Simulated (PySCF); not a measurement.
C7H5NS.
Cartesian coordinates in Å at the GFN2-xTB level; atoms count from 1:
```xyz
14
C7H5NS angstrom
C     -2.086   -0.624   -0.100
C     -0.849   -1.213   -0.252
C      0.278   -0.403   -0.096
C      1.666   -0.718   -0.188
C      2.451    0.358    0.034
S      1.575    1.813    0.365
C      0.068    0.959    0.205
C     -1.226    1.445    0.334
N     -2.272    0.664    0.185
H     -2.995   -1.202   -0.207
H     -0.747   -2.262   -0.483
H      2.037   -1.702   -0.409
H      3.523    0.401    0.026
H     -1.422    2.484    0.564
```

Level of theory: TDDFT PBE0/def2-SVPD, vertical, gas phase, core orbitals frozen in the response (PySCF).

Ground-to-excited transition dipoles (e·a0, same axes as the geometry; the sign carries no meaning), for the states with f of 0.002 or more among the lowest 7:

```json
{"state": "S1", "E (eV)": "4.652", "μx": "-0.013", "μy": "0.008", "μz": "-0.140"}
{"state": "S2", "E (eV)": "4.673", "μx": "0.402", "μy": "0.784", "μz": "0.160"}
{"state": "S6", "E (eV)": "5.837", "μx": "1.409", "μy": "-0.004", "μz": "-0.025"}
{"state": "S7", "E (eV)": "6.190", "μx": "-0.654", "μy": "-0.527", "μz": "-0.103"}
```

Question: Work out the oscillator strengths.

Answer: f = (2/3) ΔE |μ|² with ΔE in hartree (27.2114 eV).

```csv
state,|μ|² (au),|μ| (D),f
S1,0.020,0.36,0.002
S2,0.802,2.28,0.092
S6,1.985,3.58,0.284
S7,0.716,2.15,0.109
```

Question: What is the point group, and which symmetry does each of these states have?

Answer: Cs. From a totally symmetric ground state, an allowed state transforms like the component of the dipole operator along its μ. Polarised normal to the mirror plane, so A″: S1. Polarised in the mirror plane, so A′: S2, S6 and S7.

Question: Which bond between heavy atoms lies closest to the direction of the S6 transition dipole?

Answer: C3–C4, at 13° from it; next C7–C8 at 21°.

Question: What angle do the transition dipoles of S2 and S6 make?

Answer: |cos θ| = |μa·μb| / (|μa| |μb|) = 0.44, so θ ≈ 64° (taken between 0 and 90°, since the signs are arbitrary).

Question: How is the summed strength of these states shared among x, y and z?

Answer: (2/3) Σ ΔE μα² gives 0.367 for x, 0.113 for y and 0.007 for z, 0.487 in all.

Question: What peak molar absorption coefficient would the strongest computed level give as a lone Gaussian band 0.4 eV wide at half height?

Answer: ε(max) = 2.175×10⁸ f / FWHM, with the width in cm⁻¹. S6: 2.175×10⁸ × 0.2838 / 3226 ≈ 19000 L mol⁻¹ cm⁻¹.

Hardware: one thread of an Arm Neoverse V2, no GPU, on a shared host. Cost: 41 s.
